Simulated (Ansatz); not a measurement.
Gas-phase reaction R1 → P1 + P2, each structure at its B3LYP-D3(BJ)/def2-TZVP stationary point, reached from a drawn start (curvature not checked).
P1: Si2H6 (SMILES [SiH3][SiH3]), charge 0, multiplicity 1.
R1: H8Si3 (SMILES [SiH3][SiH2][SiH3]), charge 0, multiplicity 1.
P2, SiH2 (SMILES [SiH2]) (charge 0, multiplicity 1):
```json
[
 {"atom": "Si", "x (Å)": "0.0000", "y (Å)": "-0.7087", "z (Å)": "0.0000"},
 {"atom": "H", "x (Å)": "1.0913", "y (Å)": "0.3543", "z (Å)": "0.0000"},
 {"atom": "H", "x (Å)": "-1.0913", "y (Å)": "0.3543", "z (Å)": "0.0000"}
]
```

P less R. No zero-point or thermal terms.

Cores are frozen in the correlated methods.

Programs: Ansatz (a first-principles code). Each number belongs to the level named beside it.

Total energies in hartree:

```csv
structure,PBE/def2-TZVPP,r2SCAN/def2-TZVPP,CCSD(T)/cc-pV(Q+d)Z
P1,-582.273639,-582.532002,-581.722983
R1,-872.827227,-873.211857,-871.996191
P2,-290.458219,-290.578566,-290.180892
```

Task: Work out the reaction energy at each level in kcal/mol (1 hartree = 627.50947 kcal/mol), and say how far PBE/def2-TZVPP lies from CCSD(T)/cc-pV(Q+d)Z.

Result: 
- PBE/def2-TZVPP: (-582.273639) + (-290.458219) − (-872.827227) = 0.095369 hartree = 59.84 kcal/mol
- r2SCAN/def2-TZVPP: (-582.532002) + (-290.578566) − (-873.211857) = 0.101289 hartree = 63.56 kcal/mol
- CCSD(T)/cc-pV(Q+d)Z: (-581.722983) + (-290.180892) − (-871.996191) = 0.092316 hartree = 57.93 kcal/mol
PBE/def2-TZVPP less CCSD(T)/cc-pV(Q+d)Z: 1.91 kcal/mol. CCSD(T)/cc-pV(Q+d)Z is the level counted from, the highest shown, and no exact or measured value.
